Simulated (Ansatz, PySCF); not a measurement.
System: sum formula LiOH, charge 0, multiplicity 1. 
Coordinates optimised at B3LYP-D3(BJ)/def2-TZVP (Ansatz, a first-principles code):
```xyz
3

Li     0.0000     0.0000    -1.2587
O      0.0000     0.0000     0.3139
H      0.0000     0.0000     1.2652
```

Dipole moments at this geometry, in debye (magnitudes).

```csv
level,program,dipole (D)
SVWN5/def2-TZVPD,Ansatz,[?]
BP86/def2-TZVPD,PySCF,4.40
M06-L/def2-TZVPD,PySCF,4.58
B97M-V/def2-TZVPD,Ansatz,4.51
M06-2X/def2-TZVPD,PySCF,4.50
CCSD(T)/def2-SVPD,Ansatz,[?]
```

Problem. Complete the blanks.

Solution. 
- SVWN5/def2-TZVPD, dipole (D): 4.30
- CCSD(T)/def2-SVPD, dipole (D): 4.60
